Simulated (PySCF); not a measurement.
C₂H₁₁FSi₃, SMILES F[SiH2][SiH2]CC[SiH3].

The structure is a stationary point at PBE0-D3(BJ)/def2-SVP. This is a generated structure with no PubChem entry under its InChIKey; it may be hypothetical. One conformer was computed; it need not be the lowest.

Level of theory: TDA-PBE/def2-SVPD (PySCF).

Vertical excitations. Gas-phase values at a fixed geometry.

```tsv
state	energy (eV)	λ (nm)	f	main pairs
S1	5.77	215	0.023	HOMO→LUMO 80 %, HOMO−1→LUMO 17 %
S2	5.89	211	0.002	HOMO−1→LUMO 82 %, HOMO→LUMO 16 %
S3	6.39	194	0.002	HOMO−2→LUMO 96 %
S4	6.44	192	0.047	HOMO→LUMO+1 83 %
S5	6.65	186	0.025	HOMO−1→LUMO+1 92 %
S6	6.70	185	0.001	HOMO−3→LUMO 75 %, HOMO−5→LUMO 13 %
T1	5.14	241	0	HOMO→LUMO 98 %
T2	5.75	216	0	HOMO−1→LUMO 94 %
```
Triplets are in the Tamm–Dancoff approximation.
